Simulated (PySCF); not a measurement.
## Calculated data, CH₇N₂Si

Computed with PySCF 2.14.0. Calculation on a computer-drawn molecule: the log of a Hartree-Fock and frozen-core CCSD(T) single point meant for a local Hartree-Fock minimum, with one planted fault or none, to be diagnosed. Offsets are logged minus clean, where the clean run is the same molecule without the fault. The reference is restricted for singlets and unrestricted otherwise, and also for a bond in bohr or an excited solution. Adding or removing an electron swaps singlet and doublet. The excited solution moves the top pair (singlet) or top alpha electron (doublet) to the lowest empty orbital. Highest occupied and lowest empty are orbital energies over both spins, largest force is the largest gradient component, triples share is (T) over the correlation energy, the T1 limit is 0.02 restricted and 0.045 unrestricted, electrons count all cores, a negative frequency is imaginary (commonest isotopes), and the dipole is about the centre of nuclear charge.

### CH₇N₂Si

Logged structure:
```xyz
11
CH7N2Si
N     -0.9925     0.7368     2.5750
C     -0.9049     0.5385     1.1768
N      0.3409     0.1288     0.6554
Si     1.5560     1.1979     0.0442
H     -0.6096    -0.0369     3.0906
H     -1.9440     0.8711     2.8693
H     -1.4099     1.3065     0.5978
H      0.6244    -0.7861     0.9532
H      0.9167     2.1506    -0.8910
H      2.2681     1.9932     1.0757
H      2.5576     0.3682    -0.6643
```

```
meant charge                      : 0
meant multiplicity                : 2
meant basis                       : cc-pV(D+d)Z
logged electrons                  : 41
logged basis functions            : 100
logged SCF converged              : yes
logged spin squared               : 0.7547
logged highest occupied           : -1.2588 eV
logged lowest empty               : 0.61163 eV
logged largest force              : 0.12855 hartree/bohr
logged dipole magnitude           : 4.988 debye
logged SCF stable within its kind : no
logged energy HF                  : -439.55845 hartree
possible faults                   : no fault, one electron removed, one electron added, multiplicity raised by two, geometry at a saddle point, SCF held on an excited solution, minimal basis STO-3G, one bond length entered in bohr, all coordinates scaled
planted fault                     : ?
```

Drawn bonds:
```csv
atom,other atom,order
1,2,1
2,3,1
3,4,1
1,5,1
1,6,1
2,7,1
3,8,1
4,9,1
4,10,1
4,11,1
```

Notes: coupled-cluster numbers left out as unreliable.

**Q.** Which fault was planted in the run of CH₇N₂Si?
**A.** SCF held on an excited solution

Further results for CH₇N₂Si:

```
HF energy offset from clean run : 123.9 kcal/mol
```
